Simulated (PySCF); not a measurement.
Compound: C5H8F3OP.
InChI=1S/C5H8F3OP/c6-5(7,8)4-2-1-3-10(4)9/h4,10H,1-3H2/t4-/m0/s1

Theory: PySCF 2.14.0, density-fitted response routines, TDDFT B3LYP/def2-SVPD, vertical, gas phase, core orbitals frozen in the response. Geometry: PBE0-D3(BJ)/def2-SVP, one conformer, isolated molecule.

Computed states:

| state | E (eV) | f |
| --- | --- | --- |
| S1 | 6.73 | 0.0058 |
| S2 | 6.82 | 0.0051 |
| S3 | 6.90 | 0.0062 |
| S4 | 7.05 | 0.013 |
| S5 | 7.44 | 0.025 |
| S6 | 7.60 | 0.023 |
| S7 | 7.62 | 0.030 |
| S8 | 7.76 | 0.0032 |
| S9 | 8.04 | 0.019 |
| S10 | 8.17 | 0.0092 |

Each state is given a Gaussian of 0.3 eV full width at half maximum, with ε(max) = 2.175×10⁸ f / Δν̃ (Δν̃ the width in cm⁻¹). The width is an assumption, not a result. The curve ends short of the highest state used, and states not computed would add to its high-energy end.

**Question.** Give the broadened spectrum and its maxima.

**Answer.** 
```json
{"E (eV)": "6.28", "ε (L mol⁻¹ cm⁻¹)": "1"}
{"E (eV)": "6.32", "ε (L mol⁻¹ cm⁻¹)": "3"}
{"E (eV)": "6.35", "ε (L mol⁻¹ cm⁻¹)": "7"}
{"E (eV)": "6.39", "ε (L mol⁻¹ cm⁻¹)": "17"}
{"E (eV)": "6.43", "ε (L mol⁻¹ cm⁻¹)": "38"}
{"E (eV)": "6.46", "ε (L mol⁻¹ cm⁻¹)": "66"}
{"E (eV)": "6.50", "ε (L mol⁻¹ cm⁻¹)": "127"}
{"E (eV)": "6.54", "ε (L mol⁻¹ cm⁻¹)": "223"}
{"E (eV)": "6.57", "ε (L mol⁻¹ cm⁻¹)": "323"}
{"E (eV)": "6.61", "ε (L mol⁻¹ cm⁻¹)": "494"}
{"E (eV)": "6.65", "ε (L mol⁻¹ cm⁻¹)": "699"}
{"E (eV)": "6.68", "ε (L mol⁻¹ cm⁻¹)": "866"}
{"E (eV)": "6.72", "ε (L mol⁻¹ cm⁻¹)": "1090"}
{"E (eV)": "6.76", "ε (L mol⁻¹ cm⁻¹)": "1297"}
{"E (eV)": "6.79", "ε (L mol⁻¹ cm⁻¹)": "1432"}
{"E (eV)": "6.83", "ε (L mol⁻¹ cm⁻¹)": "1579"}
{"E (eV)": "6.87", "ε (L mol⁻¹ cm⁻¹)": "1686"}
{"E (eV)": "6.90", "ε (L mol⁻¹ cm⁻¹)": "1740"}
{"E (eV)": "6.94", "ε (L mol⁻¹ cm⁻¹)": "1774"}
{"E (eV)": "6.98", "ε (L mol⁻¹ cm⁻¹)": "1754"}
{"E (eV)": "7.01", "ε (L mol⁻¹ cm⁻¹)": "1697"}
{"E (eV)": "7.05", "ε (L mol⁻¹ cm⁻¹)": "1562"}
{"E (eV)": "7.09", "ε (L mol⁻¹ cm⁻¹)": "1373"}
{"E (eV)": "7.12", "ε (L mol⁻¹ cm⁻¹)": "1219"}
{"E (eV)": "7.16", "ε (L mol⁻¹ cm⁻¹)": "1044"}
{"E (eV)": "7.20", "ε (L mol⁻¹ cm⁻¹)": "966"}
{"E (eV)": "7.24", "ε (L mol⁻¹ cm⁻¹)": "1048"}
{"E (eV)": "7.27", "ε (L mol⁻¹ cm⁻¹)": "1239"}
{"E (eV)": "7.31", "ε (L mol⁻¹ cm⁻¹)": "1674"}
{"E (eV)": "7.35", "ε (L mol⁻¹ cm⁻¹)": "2295"}
{"E (eV)": "7.38", "ε (L mol⁻¹ cm⁻¹)": "2854"}
{"E (eV)": "7.42", "ε (L mol⁻¹ cm⁻¹)": "3668"}
{"E (eV)": "7.46", "ε (L mol⁻¹ cm⁻¹)": "4483"}
{"E (eV)": "7.49", "ε (L mol⁻¹ cm⁻¹)": "5037"}
{"E (eV)": "7.53", "ε (L mol⁻¹ cm⁻¹)": "5610"}
{"E (eV)": "7.57", "ε (L mol⁻¹ cm⁻¹)": "5894"}
```

Maxima: 178 nm (6.95 eV), ε about 1800, made up of S2 (16%), S3 (29%) and S4 (48%) (ε in L mol⁻¹ cm⁻¹; maxima over ε = 5, shares over 10%). At its high-energy end, 7.57 eV, the curve is still rising (ε about 5900, from S5, S6 and S7).

**Question.** On this curve, what absorbance would a 10⁻³ mol/L sample give at 193 nm over a 1 cm path?

**Answer.** 193 nm is 6.424 eV, where ε is about 34 L mol⁻¹ cm⁻¹, so A = ε c l ≈ 0.034 (Beer–Lambert, with the gas-phase spectrum and the assumed width).

**Question.** What would ε be at 6.95 eV, the highest of these maxima, with half the width (0.15 eV)?

**Answer.** About 1710 L mol⁻¹ cm⁻¹ against 1770, a factor of about 1.0; a lone state at its own centre would give exactly 2.

**Question.** Does any computed singlet lie in the visible range?

**Answer.** No computed singlet lies in the visible range (380 to 750 nm); the lowest, at 184 nm, stands 3.47 eV above its violet end (3.26 eV).

The vertical ionisation energy (ΔSCF) is 10.01 eV, 1.84 eV above S10.
